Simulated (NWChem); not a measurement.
H2SeO; SMILES O[SeH]

All runs: NWChem. Structure relaxed at the PBE0/def2-SVP level. Ions are spin-unrestricted doublets at the neutral geometry; other ion states weren't tried.

| level | vertical ionisation energy, ΔSCF (eV) | −ε(HOMO) (eV) | ΔSCF minus −ε(HOMO) (eV) |
|---|---|---|---|
| B3LYP/def2-TZVP | 9.56 | 6.65 | 2.91 |
| PBE/def2-TZVP | 9.39 | 5.64 | 3.75 |
| LRC-wPBEh/def2-TZVP | 9.52 | 8.76 | 0.76 |
| r2SCAN/def2-TZVP | 9.45 | 5.92 | 3.53 |
| CAM-B3LYP/def2-TZVP | [?] | [?] | [?] |

### Question
Some entries are withheld; supply them.

### Answer

- CAM-B3LYP/def2-TZVP, vertical ionisation energy, ΔSCF (eV): 9.60
- CAM-B3LYP/def2-TZVP, −ε(HOMO) (eV): 8.25
- CAM-B3LYP/def2-TZVP, ΔSCF minus −ε(HOMO) (eV): 1.35
